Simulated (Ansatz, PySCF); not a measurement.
System: PbH$_{3}$, net charge 0, doublet state. 
Structure (B3LYP-D3(BJ)/def2-TZVP (Ansatz, a quantum-chemistry and plane-wave program) minimum search):
```
Pb
H 1 1.7959
H 1 1.7959 2 108.31
H 1 1.7959 2 108.31 3 -117.26
```
Charge 0, spin multiplicity 2.

Total electronic energies in hartree. Cores are frozen in the correlated levels unless marked. UHF or UKS for open shells. No spin-orbit coupling. The frozen core is the preceding noble-gas configuration, with the filled d and f shells of earlier blocks. In def2 rows, elements after Kr have scalar-relativistic effective core potentials. Basis-set limits of correlation are two-point, X^-3; Hartree-Fock from the larger set. [CCSD(T)-MP2]/basis is that difference in the basis named.

```
level                                                            program  energy (Eh)
--------------------------------------------------------  --------------  -----------
HF/def2-QZVPPD                                                    Ansatz   -193.49587
HF-D3(BJ)/def2-TZVPD                                       PySCF + dftd3   -193.50993
SVWN5/def2-TZVPD                                                   PySCF   -194.29503
r2SCAN-D4/def2-TZVPD                                      Ansatz + dftd4   -194.67528
r2SCANh-D4/def2-TZVPD                                     Ansatz + dftd4   -194.65151
r2SCANh/def2-TZVPD                                                Ansatz   -194.65111
CAM-B3LYP-D4/def2-TZVPD                                   Ansatz + dftd4   -194.55418
B2PLYP/def2-TZVPD                                                 Ansatz   -194.24756
MP2/def2-QZVPPD                                                   Ansatz   -193.60387
SCS-MP2/def2-SVPD                                                 Ansatz   -193.57918
SCS-MP2/def2-TZVPP                                                Ansatz   -193.60600
CCSD/def2-TZVPPD                                                  Ansatz   -193.62047
CCSD/CBS(def2-TZVPP,def2-QZVPP)                                   Ansatz    -193.6306
RI-MP2/CBS(def2-TZVPP,def2-QZVPP)+[CCSD(T)-MP2]/def2-SVP          Ansatz    -193.6354
CCSD(T)/CBS(def2-TZVPPD,def2-QZVPPD)                              Ansatz    -193.6340
```

Totals of different functionals don't rank their quality; only differences between species are comparable.
